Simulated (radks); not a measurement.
Task: Spin polarisation of the 4f13 shell in the thulium ion Tm+. Start: [Xe] 4f(up 6.5, down 6.5) 6s(up 0.5, down 0.5); electrons of 4f are moved from spin down to spin up, other shells keep equal spins. All-electron calculation, non-relativistic Kohn-Sham, BLYP, spin-polarised, spherical densities, point nucleus. Program: a radial shooting solver on a logarithmic mesh with Libxc functionals. Estimate the energy gained and the exchange splitting at a moment of 1 Bohr magnetons.

Result: At moment 1 the spin-polarisation energy is -0.198 eV and the 4f exchange splitting 0.793 eV, that is 0.793 eV per Bohr magneton; E = -I m^2/4 would give I = 0.793 eV.
